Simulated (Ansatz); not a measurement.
`F[SiH2]C[SiH](F)F` + `C[SiH3]` → `F[SiH2]C[SiH3]` + `C[SiH](F)F`  (formal exchange of groups at the Si–C bond)

Isolated molecules relaxed with PBE0-D4/def2-TZVP in Ansatz; ΔE leaves out vibrations. CCSD(T)/CBS adds triple-zeta CCSD(T) − MP2 to the extrapolated MP2 energy (def2 sets, frozen cores). This one scheme is used for every species. Functionals use def2-TZVPP. One conformer a species, not always the lowest.

(1) Is it downhill or uphill in electronic energy at CCSD(T)/CBS, and by how much? (An estimate is asked.)

(2) What do these levels give: r2SCAN-D4, PBE, r2SCAN, PBE0, CCSD(T)/def2-SVP, HF/CBS(def2)? (Best estimate.)

Largest T1 diagnostic among the species: 0.012.

Results:

(1) The calculation gave: Nearly level: ΔE = -0.5 kcal/mol.

(2) Ansatz gave: r2SCAN-D4 -0.3, PBE -0.5, r2SCAN -0.3, PBE0 -0.5, CCSD(T)/def2-SVP -0.2, HF/CBS(def2) -0.3 kcal/mol.

Leaving LDA and LC-ωPBE aside and taking each functional with its dispersion term where it has one, the values, not all of them listed here, spread over 0.3 kcal/mol, from PBE-QIDH to BLYP-D4.
